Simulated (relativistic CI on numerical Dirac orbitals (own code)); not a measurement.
**Pm LVIII: sensitivity of the levels to the model**

Base calculation: Dirac-Coulomb-Breit CI, separate exchange-only KLI orbitals for each configuration, model QED, unscaled Slater integrals.

CI space (outside the closed core 1s2): 2s2, 2s.2p, 2p2, 2p.3s, 2p.3p, 2s.3s, 2s.3p, 2s.3d, 2s.4s, 2s.4p, 2s.4d, 2s.4f, 3s2, 3s.3p, 3p2. Levels of other configurations are missing.

Variants: (1) valence Slater integrals scaled by 0.9; (2) non-relativistic limit. Shifts of the energy above 2s2 1S_0, in eV, for the lowest level and the first level of each name with at least 55 % of one term (blank where a level changes its place among those of its configuration and J or its character, or is not in the variant):

```
      Level     Base   Δ(1)      Δ(2)
   2s2 1S_0     0.00   0.00      0.00
2s.2p 3P°_0   125.19  +0.64    -21.31
2s.2p 3P°_1   152.54  -2.05    -48.67
   2p2 3P_0   360.00  -3.82    -92.50
2s.2p 3P°_2   748.44  +0.78   -644.56
2s.2p 1P°_1   821.63  -6.69   -622.03
   2p2 3P_1   949.15  -0.14   -681.64
   2p2 1D_2   966.23  -2.24          
   2p2 3P_2  1582.57  -1.27          
   2p2 1S_0  1637.90  -6.66  -1266.68
 2s.3s 3S_1  7085.99  -0.88   -496.51
 2s.3s 1S_0  7111.57  -3.19   -501.51
2s.3p 3P°_0  7146.52  -1.52   -504.87
2s.3p 3P°_1  7147.38  -1.66          
2p.3s 3P°_1  7243.61  -1.30   -524.40
2p.3s 3P°_0  7244.21  -1.58   -525.00
 2p.3p 3D_1  7280.12  -0.14          
 2p.3p 3P_0  7321.95  -4.40   -551.53
2s.3p 3P°_2  7330.02  -1.59   -688.37
2s.3p 1P°_1  7338.55  -2.71          
 2s.3d 3D_1  7359.11  -1.53   -690.75
 2s.3d 3D_2  7362.52  -1.72   -694.15
```

At this charge energies of transitions that change n are usually good to better than 1 %, and those within a shell (Δn = 0) to a few per cent.

Ionisation energy from the two ground configurations alone: base 12531.3 eV. The NIST ASD value (theoretical) is 12532 eV.

LS names give the leading component of a level, which can be under half, so a name can repeat, a term be missing and a line seem to break the LS rules.
